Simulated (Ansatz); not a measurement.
C₂H₆BNO (`BNC(C)=O`) at its PBE0-D4/def2-TZVP geometry, where that method's forces vanish. Charge 0, multiplicity 1.

```tsv
atom	x (Å)	y (Å)	z (Å)
B1	-1.576	-1.349	0.092
N2	-0.734	-0.222	0.155
C3	0.613	-0.160	-0.232
C4	1.247	1.191	-0.038
O5	1.201	-1.108	-0.676
H6	-2.701	-1.211	0.469
H7	-1.149	-2.377	-0.323
H8	-1.101	0.649	0.509
H9	1.224	1.472	1.019
H10	0.699	1.956	-0.594
H11	2.278	1.159	-0.382
```

Task: For each bond, give half the difference of the two atoms' forces along it (eV/Å; positive pushes the atoms apart) under PBE-D4, r2SCAN-D4, B3LYP-D4, ωB97M-V in def2-TZVPP. (Estimate.)

Result: The calculation gave: 
```tsv
bond	length (Å)	PBE-D4	r2SCAN-D4	B3LYP-D4	ωB97M-V
B1–N2	1.409	-0.03	0.06	0.07	0.10
B1–H6	1.195	-0.01	-0.07	-0.12	-0.11
B1–H7	1.188	0.03	-0.07	-0.12	-0.14
N2–C3	1.403	0.09	0.12	0.10	0.14
N2–H8	1.009	0.20	-0.04	-0.06	-0.12
C3–C4	1.505	-0.25	-0.06	0.05	0.09
C3–O5	1.201	0.92	0.32	0.22	0.03
C4–H9	1.094	0.10	-0.02	-0.06	-0.08
C4–H10	1.093	0.10	-0.03	-0.05	-0.08
C4–H11	1.087	0.10	-0.05	-0.08	-0.08
```

B3LYP here is the variant with VWN-RPA as its local correlation; programs differ in this.

Computed with Ansatz.
